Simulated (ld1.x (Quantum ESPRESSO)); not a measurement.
**molybdenum ultrasoft: all-electron and pseudo phase curves**

* Element: Mo (Z = 42)
* Generator: ld1.x (Quantum ESPRESSO) 7.5
* Type: ultrasoft
* Functional: LDA (PZ)
* Relativity: scalar-relativistic
* Frozen core: [Kr]
* Valence charge: 6
* Reference configuration: 4d5 5s1 5p0
* Partial waves: 5s (bound): rcut 3.10, rcutus 3.40 bohr; 5s channel at 0.7 Ry: rcut 3.10, rcutus 3.40 bohr; 5p (bound, empty): rcut 2.75, rcutus 3.20 bohr; 5p channel at 0.75 Ry: rcut 2.75, rcutus 3.20 bohr; 4d (bound): rcut 1.50, rcutus 1.60 bohr; 4d channel at 0.25 Ry: rcut 1.50, rcutus 1.60 bohr
* Local potential: all-electron potential smoothed inside 1.75 bohr (lloc = -1)
* Core correction: a·sin(br)/r model core, default radius (core density twice the valence density)
* Augmentation charge: built from norm-conserving waves at rcut, not smoothed further

The phase is arctan(r·u′/u) with u = r·R(r), unwrapped; energies in Ry, scanned from -2 to 5 Ry. A pole is an energy at which the radial function vanishes at the test radius. The pseudo phase is shifted by a multiple of π to meet the all-electron one at the reference energy, and phase errors are pseudo minus all-electron; the curves can meet again beyond the range given. Levels narrower than the energy grid can be missing from the lists of poles.

Q: For each channel, where are the poles, and over which energies does the pseudopotential scatter like the atom?

A:

| channel | radius (bohr) | reference energy (Ry) | poles, all-electron | poles, pseudo | unbroken range about the reference energy with phases within 0.05 rad | phase error 1 Ry above the reference energy (rad) |
| --- | --- | --- | --- | --- | --- | --- |
| s | 3.69 | -0.32 | 0.40, 4.54 | 0.07, 0.66 | below 0.0 | -3.072 |
| p | 3.69 | -0.09 | 1.10 | 1.12 | below 0.6 | +0.003 |
| d | 3.69 | -0.29 | -0.18, 2.51 | -0.18, 2.51 | the whole range | -0.000 |

The ghost test of this file was not conclusive. Its overlap operator is not positive definite in a basis up to 400 Ry (lowest eigenvalue s -0.09), so the file is unfit for use: the generalised eigenproblem breaks down once the basis is large enough, and its test numbers describe a broken file.

Phases in the s channel:

```csv
E (Ry),all-electron,pseudo
-2.00,1.345,1.357
-1.76,1.323,1.336
-1.52,1.292,1.307
-1.28,1.246,1.264
-1.04,1.170,1.191
-0.80,1.016,1.040
-0.56,0.559,0.583
-0.32,-0.687,-0.687
-0.08,-1.284,-1.283
0.16,-1.474,-4.524
0.40,-1.570,-4.653
0.64,-1.634,-4.708
0.88,-1.688,-4.746
1.12,-1.744,-4.775
1.36,-1.814,-4.800
1.60,-1.918,-4.824
1.84,-2.114,-4.848
2.08,-2.611,-4.873
2.32,-3.619,-4.903
2.56,-4.186,-4.940
2.80,-4.401,-4.990
3.04,-4.506,-5.062
3.28,-4.569,-5.180
3.52,-4.612,-5.406
3.76,-4.643,-5.910
4.00,-4.668,-6.727
4.24,-4.689,-7.240
4.48,-4.708,-7.469
4.72,-4.725,-7.587
4.96,-4.742,-7.658
```
